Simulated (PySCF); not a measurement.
Ionisation energy of Ir⁺ by level of theory

Ir⁺ [Xe] 4f14 5d7 6s1 [5d3/2^4 5d5/2^3 6s1/2^1, M_J = 5] → Ir²⁺ [Xe] 4f14 5d7 [5d3/2^4 5d5/2^3, M_J = 9/2], as a difference of total energies. All numbers are calculated (PySCF 2.14, the two-component X2C-1e Hamiltonian, in x2c-QZVPPall-2c (16s16p12d7f2g, 191 functions)). Correlated levels: [Kr] 4d10 4f14 frozen; the 58 highest virtual spinors dropped. "Screened" scales the spin-orbit matrix elements by Boettger's factors to mimic the two-electron term; Breit and QED terms are absent.

**Question.** Order these methods by the ionisation energy they give, lowest first.
A. GHF (screened spin-orbit)
B. GMP2 (screened spin-orbit)
C. GMP2 (spin-free)
D. GHF (spin-free)

**Answer.** A (16.276 eV), D (16.352 eV), B (17.636 eV), C (17.705 eV).

The spin-free rows relax to the high-spin LS determinant and lack the spin-orbit shift.

The labels give the starting determinants; with spin-orbit coupling the two ends relaxed to ⟨J²⟩ = 30.01, ⟨L²⟩ = 12.78, ⟨S²⟩ = 5.85 and ⟨J²⟩ = 24.77, ⟨L²⟩ = 13.09, ⟨S²⟩ = 3.61.

For comparison: 17 ± 0.3 eV (semi-empirical (NIST evaluation); NIST Atomic Spectra Database, ionization energies).
